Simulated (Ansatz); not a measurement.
`B1N[SiH2]1` + `O=NO` → `OB1N[SiH2]1` + `N=O`  (formal exchange of groups at a B–H bond)

Isolated molecules relaxed with PBE0-D4/def2-TZVP in Ansatz; ΔE leaves out vibrations. CBS: MP2 limit from def2 TZ/QZ plus the TZ coupled-cluster correction, frozen cores. This one scheme is used for every species. DFT in def2-TZVPP. B3LYP here is the variant with VWN-RPA as its local correlation; programs differ in this. One conformer a species, not always the lowest.

```
          level  ΔE (eV)
         PBE-D4    -1.13
        BLYP-D4    -1.21
       B3LYP-D4    -1.40
   CAM-B3LYP-D4    -1.45
         B2PLYP    -1.42
            PBE    -1.12
CCSD/def2-TZVPP    -1.62
   HF/CBS(def2)    -1.85
```

(1) What does CCSD(T)/CBS give? (An estimate is asked.)

Largest T1 diagnostic among the species: 0.020, so the coupled-cluster value is less sure than usual.

Results:

(1) The calculation gave: -1.54 eV. The listed levels differ from it by 0.41, 0.33, 0.14, 0.09, 0.12, 0.42, -0.08, -0.31 eV.

From PBE to PBE0 (25 % exact exchange), in def2-TZVPP and without D4, ΔE moves by −0.23 eV. At CCSD(T), def2-SVP lies −0.04 eV from the extrapolated value and def2-TZVPP +0.02 eV. In def2-TZVPP, CCSD(T) changes the Hartree–Fock value by +0.32 eV (the triples alone add +0.10 eV) and MP2 by +0.30 eV.
